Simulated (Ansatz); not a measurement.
Reaction (formal loss of a carbene): `CC(N)BF` → `NCBF` + `[CH2]` (triplet)

Isolated molecules relaxed with PBE0-D4/def2-TZVP in Ansatz; ΔE leaves out vibrations. CCSD(T)/CBS is the MP2 limit (def2-TZVPP, def2-QZVPP) plus CCSD(T) − MP2 in def2-TZVPP, frozen cores. This one scheme is used for every species. Functionals use def2-TZVPP. B3LYP here is the variant with VWN-RPA as its local correlation; programs differ in this. Triplets are unrestricted, without spin–orbit coupling. Each species was taken in one conformer, which may not be the lowest.

`CC(N)BF`:

```xyz
12

C    -1.045    0.109    0.873
C     0.257   -0.105    0.107
N     0.925    1.164   -0.127
B     0.055   -0.942   -1.194
F     0.740   -0.643   -2.289
H    -1.555   -0.839    1.060
H    -0.853    0.582    1.840
H    -1.715    0.764    0.313
H     0.867   -0.810    0.720
H     1.684    1.073   -0.788
H     1.299    1.552    0.729
H    -0.660   -1.905   -1.244
```

`NCBF`:

Cartesian coordinates in Å:
```
N -1.206 -0.462 0.350
C -0.211 0.395 -0.262
B 1.233 -0.178 -0.295
F 1.537 -1.261 0.408
H -2.041 0.047 0.605
H -0.847 -0.912 1.181
H -0.095 1.393 0.212
H -0.495 0.631 -1.297
H 2.125 0.347 -0.902
```

`[CH2]` (triplet):

Z-matrix (Å, degrees):
```
C
H 1 1.079
H 1 1.079 2 134.9
```

(1) Is it downhill or uphill in electronic energy at CCSD(T)/CBS, and by how much? (An estimate is asked.)

(2) What do these levels give: PBE-D4, PBE0-D4, B3LYP-D4, ωB97X-V, B2PLYP, PBE, r2SCAN, B3LYP, CCSD/def2-TZVPP, CCSD(T)/def2-TZVPP, HF/def2-QZVPP, HF/CBS(def2)? (Estimate.)

Largest T1 diagnostic among the species: 0.011.

Results:

(1) Ansatz gave: Uphill: ΔE = +438.3 kJ/mol.

(2) Computed: PBE-D4 441.8, PBE0-D4 433.5, B3LYP-D4 428.1, ωB97X-V 447.6, B2PLYP 426.4, PBE 434.9, r2SCAN 411.9, B3LYP 417.3, CCSD/def2-TZVPP 415.8, CCSD(T)/def2-TZVPP 427.4, HF/def2-QZVPP 288.2, HF/CBS(def2) 288.2 kJ/mol.

The D4 term adds +10.9 kJ/mol with B3LYP and +5.8 kJ/mol with PBE0; it sums over pairs of atoms, weighted by their polarisabilities, and B3LYP, whose exchange is more repulsive, gets the larger term. In def2-TZVPP, CCSD(T) changes the Hartree–Fock value by +139.2 kJ/mol (the triples alone add +11.6 kJ/mol) and MP2 by +152.4 kJ/mol. From PBE to PBE0 (25 % exact exchange), in def2-TZVPP and without D4, ΔE moves by −7.2 kJ/mol.
